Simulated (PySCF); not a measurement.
chlorotrifluoromethane (CClF₃), SMILES FC(Cl)(F)F. Atoms are numbered in the order given.

```xyz
5

F      1.0780    -0.6224     0.8134
C      0.0000     0.0000     0.3563
F     -1.0780    -0.6224     0.8134
F      0.0000     1.2448     0.8134
Cl     0.0000     0.0000    -1.4176
```

Geometry: B3LYP-D3(BJ)/def2-SVP.

Computed with PySCF with PBE/pcJ-1.

Isotropic couplings with Fermi-contact, spin-dipole and both spin-orbit terms, one fixed conformer, no vibrational averaging. Isotopes: 13C, 19F.

| pair | bonds apart | J (Hz) |
|---|---|---|
| F1–C2 | 1 | [?] |
| C2–F3 | 1 | [?] |
| C2–F4 | 1 | [?] |
| F1–F3 | 2 | -83.8 |
| F1–F4 | 2 | -83.7 |
| F3–F4 | 2 | -83.7 |

Question: Some entries are withheld; supply them. (An estimate is asked for; the answer gives what the named calculation found.)

Answer: 
- F1–C2, J (Hz): -432.7
- C2–F3, J (Hz): -432.7
- C2–F4, J (Hz): -432.6
